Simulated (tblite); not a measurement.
Species: C₅H₁₀NO (charge +1).
Atom-mapped SMILES: `[CH3:1][C:2]#[N+:3][CH2:4][CH2:5][O:6][CH3:7]` (hydrogens: H8, H9, H10 on C1; H11, H12 on C4; H13, H14 on C5; H15, H16, H17 on C7)

Cartesian coordinates in Å at the GFN2-xTB level; atoms count from 1:
```xyz
17
C5H10NO angstrom
C      3.046    1.178    0.167
C      1.950    0.501   -0.384
N      1.077   -0.071   -0.865
C     -0.080   -0.705   -1.281
C     -1.301   -0.025   -0.639
O     -1.109   -0.053    0.750
C     -2.247    0.360    1.484
H      3.243    2.099   -0.387
H      2.828    1.428    1.209
H      3.936    0.545    0.134
H     -0.024   -1.747   -0.948
H     -0.136   -0.665   -2.372
H     -2.201   -0.583   -0.934
H     -1.399    1.011   -1.000
H     -1.963    0.315    2.532
H     -2.532    1.383    1.221
H     -3.094   -0.308    1.304
```

Calculated harmonic vibrations of the isolated species, GFN2-xTB (tblite), most abundant isotopes, no scaling. Errors from tens to a few hundred cm⁻¹ against measured bands are possible. One conformer, not necessarily the lowest. The optimisation stopped once no atom felt more than 0.01 eV/Å.

Lowest wavenumbers of the output (negative numbers stand for imaginary wavenumbers):
```
mode    cm-1
  1     -31.4
  2      50.0
  3      82.6
  4     126.2
  5     196.7
  6     219.6
  7     265.9
  8     309.5
```

Q: Is this structure a minimum?

A: Not by this Hessian. 1 mode is imaginary beyond 20i (31i cm⁻¹), so at this level the point lies at or near a first-order saddle. The curvature is small, so loose convergence or finite differences may be the whole cause.

Q: Which atoms move in the imaginary mode?

A: 31i: H10 (methyl hydrogen) 33 %, H8 (methyl hydrogen) 32 %, H9 (methyl hydrogen) 32 %. These are shares of the mass-weighted motion.

Q: What is the remedy?

A: Step along that mode in both directions, optimise again with tighter thresholds and repeat the frequencies. The zero-point energy of this point (88.4 kcal/mol) counts the 44 real modes alone, and thermal corrections from it aren't those of a minimum.
